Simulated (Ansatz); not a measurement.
C2H6ClNSi, SMILES `N/C=C/[SiH2]Cl`, relaxed with RKS PBE-D4/def2-SVP in Ansatz from a rough embedded geometry. The force threshold is 0.03 eV/Å; the program also tests the step.

Total charge 0; spin multiplicity 1.

Start:

```xyz
11

N    -0.459    0.851   -1.989
C    -0.161    0.735   -0.691
C    -0.276   -0.371    0.033
Si    0.241   -0.656    1.782
Cl    1.845   -1.815    1.715
H     0.019    1.543   -2.524
H    -0.589   -0.037   -2.512
H     0.219    1.618   -0.264
H    -0.626   -1.302   -0.472
H    -0.837   -1.277    2.536
H     0.622    0.710    2.386
```

(1) By how much does the energy fall, and how many steps does the optimiser take? (An estimate is asked.)

(2) Which bonds change most? (An estimate is asked.)

(3) Give the relaxed structure. (An estimate is asked.)

Answers

(1) Ansatz gave: 0.42 eV, in 6 steps, 1 of them rejected.

(2) Computed: Si4–Cl5 from 1.980 to 2.106 Å; C2–H8 from 1.052 to 1.106 Å; Si4–H10 from 1.455 to 1.502 Å; C2–C3 from 1.326 to 1.367 Å.

(3) The calculation gave: 
```xyz
11

N    -0.438    0.884   -2.022
C    -0.090    0.643   -0.723
C    -0.247   -0.520   -0.023
Si    0.239   -0.631    1.745
Cl    1.928   -1.853    2.039
H    -0.104    1.725   -2.486
H    -0.716    0.112   -2.628
H     0.330    1.530   -0.215
H    -0.659   -1.407   -0.537
H    -0.828   -1.234    2.614
H     0.585    0.750    2.236
```
